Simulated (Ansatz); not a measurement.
C2H6Cl2S2Sn, SMILES `C[S][Sn]([Cl])([Cl])[S]C`, relaxed with RKS PBE0-D4/def2-TZVP in Ansatz 0.2.0 from a GFN2-xTB geometry. The force threshold is 0.005 eV/Å; the program also tests the step.

The species carries charge 0 and has multiplicity 1. Sn takes the def2 core potential.

Start:

```xyz
13

C     0.533   -0.069   -2.912
S     0.434   -1.335   -1.614
Sn   -1.065   -0.278    0.049
Cl   -1.992   -1.942    1.414
Cl   -2.819    0.721   -1.142
S    -0.045    1.409    1.549
C     0.703    0.386    2.850
H     1.044    0.814   -2.543
H    -0.460    0.174   -3.277
H     1.115   -0.525   -3.708
H    -0.049   -0.253    3.302
H     1.076    1.093    3.585
H     1.525   -0.197    2.448
```

**Question.** By how much does the energy fall, and how many steps does the optimiser take? (An estimate is asked.)

**Answer.** The calculation gave: 4.60 kcal/mol, in 18 steps, 2 of them rejected.

**Question.** Which bonds change most? (Estimate.)

**Answer.** Computed: Sn3–S6 from 2.477 to 2.371 Å; S2–Sn3 from 2.476 to 2.371 Å; Sn3–Cl4 from 2.344 to 2.317 Å; Sn3–Cl5 from 2.344 to 2.317 Å.

**Question.** Give the relaxed structure. (Estimate.)

**Answer.** Computed: 
```xyz
13

C     0.674   -0.010   -2.323
S     0.155   -1.453   -1.342
Sn   -1.397   -0.349    0.071
Cl   -2.305   -1.987    1.435
Cl   -3.090    0.638   -1.165
S    -0.421    1.386    1.357
C     0.807    0.381    2.249
H     1.063    0.785   -1.688
H    -0.146    0.363   -2.936
H     1.472   -0.365   -2.975
H     0.323   -0.319    2.928
H     1.403    1.085    2.829
H     1.462   -0.153    1.560
```
